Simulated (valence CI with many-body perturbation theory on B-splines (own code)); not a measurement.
# Fe¹⁰⁺: E2, E3, M1, M2 decay

Calculated by configuration interaction combined with many-body perturbation theory (CI+MBPT): six valence electrons over a frozen Dirac-Fock core [Ne], a basis of 9 s, 9 p, 8 d, 6 f, 3 g, 1 h functions for each j, with the one-electron correlation potential Σ1 (screened to all orders), the two-electron term Σ2, the three-electron term Σ3, Breit, model QED; selected single and double excitations, second order for the rest, scaled by the run's own slope (own B-spline code, finite nucleus).

No measured levels were compared; by estimate levels of excited configurations hold to 0.05 to 0.15 % of their energy, terms of the ground configuration to about 0.5 %. Among the levels kept, up to 1500 cm⁻¹ of a level comes from second order outside the variational space, and about a tenth of that is noise between levels of different J, which matters for small intervals.

Lines 1 to 43 of 43 in falling wavelength, among levels below 546650 cm⁻¹, chosen from the decays that carry over 1 % of a level's rate. Wavelengths and rates use the calculated energies, so an error of 200 cm⁻¹ moves a line at 659.2 nm by 1.3 % and its rate by three times that or more. Electric multipoles are in the length gauge, E1 and E2 with the static RPA response of the core. Weak lines are less certain than strong ones. Lines between different terms over intervals too small for the method are left out, as are lines whose strength nearly cancels. Branching is blank where the lifetime is uncertain.

Letters in brackets count levels of one name in rising energy.

```csv
λ vac (nm),Upper,Lower,Type,A (s⁻¹),Branch %
5980,3s²3p⁴ ³P_0,3s²3p⁴ ³P_1,M1,2.39e-01,96.0
4520,3s²3p³3d ³G°_5,3s²3p³3d ³G°_4,M1,2.14e-01,
2240,3s²3p³3d ³F°_4 [a],3s²3p³3d ³F°_3 [a],M1,1.66e+00,
790.0,3s²3p⁴ ³P_1,3s²3p⁴ ³P_2,M1,4.38e+01,100.0
697.8,3s²3p⁴ ³P_0,3s²3p⁴ ³P_2,E2,9.95e-03,4.0
659.2,3s²3p³3d ³F°_4 [a],3s²3p³3d ³D°_3 [a],M1,5.48e+00,
501.6,3s²3p³3d ³G°_4,3s²3p³3d ³F°_4 [a],M1,5.13e+00,
451.5,3s²3p³3d ³G°_5,3s²3p³3d ³F°_4 [a],M1,7.93e+00,
396.0,3s²3p⁴ ¹D_2,3s²3p⁴ ³P_1,M1,9.53e+00,9.3
368.6,3s²3p³3d ³F°_4 [b],3s²3p³3d ¹G°_4,M1,4.50e+01,6.9
343.9,3s²3p³3d ¹G°_4,3s²3p³3d ³F°_4 [a],M1,2.90e+00,
298.1,3s²3p³3d ¹G°_4,3s²3p³3d ³F°_3 [a],M1,3.24e+00,
293.6,3s²3p³3d ³F°_4 [b],3s²3p³3d ³G°_5,M1,4.88e+01,7.4
284.9,3s²3p³3d ³G°_4,3s²3p³3d ³D°_3 [a],M1,4.23e-01,
275.7,3s²3p³3d ³F°_4 [b],3s²3p³3d ³G°_4,M1,4.69e+01,7.1
263.8,3s²3p⁴ ¹D_2,3s²3p⁴ ³P_2,M1,9.24e+01,90.5
240.6,3s²3p³3d ³F°_4 [a],3s²3p³3d ⁵D°_4,M1,3.07e+01,
235.1,3s²3p³3d ³F°_4 [a],3s²3p³3d ⁵D°_3,M1,1.31e+00,
177.9,3s²3p³3d ³F°_4 [b],3s²3p³3d ³F°_4 [a],M1,2.54e+01,3.9
164.8,3s²3p³3d ³F°_4 [b],3s²3p³3d ³F°_3 [a],M1,1.17e+01,1.8
162.6,3s²3p³3d ³G°_4,3s²3p³3d ⁵D°_4,M1,1.26e+01,
160.1,3s²3p³3d ³G°_4,3s²3p³3d ⁵D°_3,M1,1.32e+00,
156.9,3s²3p³3d ³G°_5,3s²3p³3d ⁵D°_4,M1,2.21e+00,
156.9,3s²3p³3d ³G°_5,3s²3p³3d ⁵D°_4,E2,1.88e-01,
146.0,3s²3p⁴ ¹S_0,3s²3p⁴ ³P_1,M1,9.88e+02,99.0
141.5,3s²3p³3d ¹G°_4,3s²3p³3d ⁵D°_4,M1,2.62e+01,
140.1,3s²3p³3d ³F°_4 [b],3s²3p³3d ³D°_3 [a],M1,3.95e+01,6.0
139.6,3s²3p³3d ¹G°_4,3s²3p³3d ⁵D°_3,M1,6.45e+00,
102.3,3s²3p³3d ³F°_4 [b],3s²3p³3d ⁵D°_4,M1,2.54e+02,38.7
101.3,3s²3p³3d ³F°_4 [b],3s²3p³3d ⁵D°_3,M1,4.78e+01,7.3
68.02,3s²3p³3d ³F°_4 [a],3s3p⁵ ³P°_2,E2,2.59e+01,
59.90,3s²3p³3d ³G°_4,3s3p⁵ ³P°_2,E2,2.44e-01,
56.79,3s²3p³3d ¹G°_4,3s3p⁵ ³P°_2,E2,2.81e+00,
49.21,3s²3p³3d ³F°_4 [b],3s3p⁵ ³P°_2,E2,1.15e+02,17.5
25.72,3s²3p³3d ⁵D°_4,3s²3p⁴ ³P_2,M2,3.55e+01,
25.48,3s²3p³3d ³F°_4 [a],3s²3p⁴ ¹D_2,M2,5.70e+01,
24.25,3s²3p³3d ³G°_4,3s²3p⁴ ¹D_2,M2,1.57e+00,
23.72,3s²3p³3d ¹G°_4,3s²3p⁴ ¹D_2,M2,1.57e+01,
22.85,3s²3p³3d ³G°_4,3s²3p⁴ ³P_1,E3,3.32e-01,
22.21,3s²3p³3d ³G°_4,3s²3p⁴ ³P_2,M2,7.21e-01,
22.10,3s²3p³3d ³G°_5,3s²3p⁴ ³P_2,E3,6.50e-01,
21.76,3s²3p³3d ¹G°_4,3s²3p⁴ ³P_2,M2,4.17e+00,
20.55,3s²3p³3d ³F°_4 [b],3s²3p⁴ ³P_2,M2,1.15e+01,1.8
```
